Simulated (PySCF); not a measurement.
Vertical excitations of a molecule C4H8BN from TDDFT-PBE/def2-SVPD run with PySCF, as energy in eV (oscillator strength): 5.24 (0.000), 5.39 (0.034), 6.07 (0.268), 6.09 (0.000), 6.42 (0.002), 6.55 (0.015), 6.74 (0.019), 6.82 (0.011), 6.88 (0.004), 7.06 (0.002). Lowest triplet (TDA): 3.91 eV. Geometry: B3LYP-D3(BJ)/def2-SVP. The values are those of a single conformer.

Question: Pick the molecule that these values belong to.
A) C=C1CNB1C
B) C[C@@H]1C=CB1N
C) C=C=CB(C)N
D) C#CB(N)CC

Answer: A, C=C1CNB1C
